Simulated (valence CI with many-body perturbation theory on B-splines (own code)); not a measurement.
Values are calculated unless marked as measured or tabulated.
**Nb XXIX: configurations and terms from energies and g**

Level of theory: valence CI with perturbative core correlation (CI+MBPT): three valence electrons over a frozen Dirac-Fock core [Ne], radial functions for each j: 11 s, 11 p, 10 d, 8 f, 5 g, 2 h, with the one-electron correlation potential Σ1, the two-electron term Σ2, the three-electron term Σ3, Breit, model QED; selected CI, second order for the rest, scaled by the run's own slope (own B-spline code, finite nucleus).

The last digits are not significant, and no measured levels were compared; by estimate large intervals hold to a few tenths of a per cent, small ones and those within an open d or f shell to about a per cent.

```json
{"No.": "1", "J": "1/2", "Parity": "odd", "E (cm⁻¹)": "0", "g": "0.661"}
{"No.": "2", "J": "3/2", "Parity": "odd", "E (cm⁻¹)": "181970", "g": "1.331"}
{"No.": "3", "J": "1/2", "Parity": "even", "E (cm⁻¹)": "517900", "g": "2.525"}
{"No.": "4", "J": "3/2", "Parity": "even", "E (cm⁻¹)": "629770", "g": "1.705"}
{"No.": "6", "J": "3/2", "Parity": "even", "E (cm⁻¹)": "772650", "g": "0.863"}
{"No.": "12", "J": "5/2", "Parity": "even", "E (cm⁻¹)": "1105400", "g": "1.200"}
{"No.": "14", "J": "3/2", "Parity": "odd", "E (cm⁻¹)": "1434100", "g": "0.661"}
{"No.": "18", "J": "7/2", "Parity": "odd", "E (cm⁻¹)": "1530900", "g": "1.255"}
{"No.": "21", "J": "1/2", "Parity": "odd", "E (cm⁻¹)": "1559000", "g": "0.287"}
{"No.": "22", "J": "1/2", "Parity": "odd", "E (cm⁻¹)": "1582100", "g": "0.650"}
```

Energies count from the lowest level. Strongly mixed levels and levels close to another of their J and parity are left out, so the numbers can have gaps.

Question: Give configuration and LS term of each level.

Answer: 1: 3s²3p ²P°; 2: 3s²3p ²P°; 3: 3s3p² ⁴P; 4: 3s3p² ⁴P; 6: 3s3p² ²D; 12: 3s²3d ²D; 14: 3s3p3d ⁴F°; 18: 3s3p3d ⁴F°; 21: 3s3p3d ⁴D°; 22: 3p³ ²P°.
